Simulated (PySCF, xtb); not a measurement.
CH5InOS2, SMILES C[O][In]([SH])[SH]. Other conformers were not sampled.

Harmonic wavenumbers (cm⁻¹) from xtb 6.7.1 with GFN2-xTB at its own minimum, in rising order: 57, 59, 61, 65, 99, 154, 162, 196, 268, 331, 344, 577, 623, 1040, 1123, 1131, 1405, 1470, 1472, 2389, 2418, 2864, 2876, 2926.

Task: What does PBE-D3(BJ)/def2-SVP (PySCF) give at its own minimum? (The exact figures need the calculation; the answer reports its results.)

Result: 42, 65, 70, 76, 112, 160, 203, 231, 309, 358, 508, 639, 670, 1080, 1127, 1140, 1407, 1417, 1423, 2600, 2613, 2869, 2932, 2981. Paired by order, the mean absolute difference is 48 cm⁻¹ and the zero-point energies are 34.5 and 35.8 kcal/mol.
